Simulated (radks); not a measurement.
Question: These are the eigenvalues of the occupied orbitals of an atom or ion with whole-number occupations (eV). Method: non-relativistic Kohn-Sham, SOGGA, spin-polarised, spherical densities, point nucleus; computed with a radial shooting solver on a logarithmic mesh with Libxc functionals.

| orbital | eigenvalue |
|---|---|
| 1s up | -7.3264 |

Which element is it, and in what charge state? The configuration may be excited. Open shells, if any, are filled with parallel spins first.

Answer: Z = 1, hydrogen, charge 0: H in 1s1. The 1s level, -0.26924 hartree, gives Z - s = 0.7 by -(Z - s)^2/2, which with screening narrows Z to a few neighbours, and with so few levels the electron count can be read from the list.
